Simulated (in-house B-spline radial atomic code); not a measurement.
Configurations of Mg3+, with energies counted from [He] 2s2 2p5. Method: non-relativistic HSE06, spin-polarised, spherical fractional occupations, exact exchange averaged over the configuration, point nucleus. Calculated with an all-electron radial atomic-structure program (B-spline basis). Shells without spins written out take the highest spin.

Occupations are held fixed; configurations that lie above the ionisation limit could autoionise.

```csv
configuration,E - E(ref) (eV),highest orbital,its <r> (bohr)
[He] 2s2 2p4 3s1,67.549,3s up,1.994
[He] 2s2 2p4 3d1,83.598,3d up,2.367
[He] 2s1 2p5 3d1,116.28,3d up,2.363
```

(1) Order these further configurations by energy, lowest first.
A. [He] 2s1 2p5 3s1
B. [He] 2s1 2p6
C. [He] 2s1 2p5 3p1
D. [He] 2s2 2p4 3p1

Results:

(1) B (34.536 eV), D (74.555 eV), A (100.31 eV), C (107.37 eV).
